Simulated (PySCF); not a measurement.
## Exercise with solution: chemical shift, span and skew from a shielding tensor

oxalic acid (C₂H₂O₄), SMILES O=C(O)C(=O)O. Atoms are numbered in the order given.

```xyz
8

O     -0.9593    -1.4723     0.0000
C      0.1617    -0.7528     0.0000
O      1.2726    -1.2020     0.0000
C     -0.1617     0.7528     0.0000
O      0.9593     1.4723     0.0000
O     -1.2726     1.2020     0.0000
H     -0.6938    -2.4060     0.0000
H      0.6938     2.4060     0.0000
```
Charge 0, spin multiplicity 1.

Coordinates come from a ωB97X-D3(BJ)/def2-SVP optimisation. The values are those of a single conformer.

GIAO shieldings from PySCF with KT2/pcSseg-1, non-relativistic, no solvent. The symmetric part of the tensor of C2 has the principal values -61.8, 70.8, 92.2 ppm. The same nucleus in TMS has σ = 185.1 ppm at this level (PySCF, at its B3LYP-D3(BJ)/def2-TZVP geometry).

Task: Work out the isotropic shielding, the ¹³C shift against TMS, the span and the skew.

Result: 
σ(iso) = (σ11 + σ22 + σ33)/3 = 33.7 ppm. δ = σ(ref) − σ(iso) = 185.1 − (33.7) = 151.4 ppm.
Span Ω = σ33 − σ11 = 154.0 ppm. Skew κ = 3(σ(iso) − σ22)/Ω = -0.72. Tumbling in solution averages the tensor to δ; in a static solid the shielding alone would spread this spin-1/2 line over Ω.
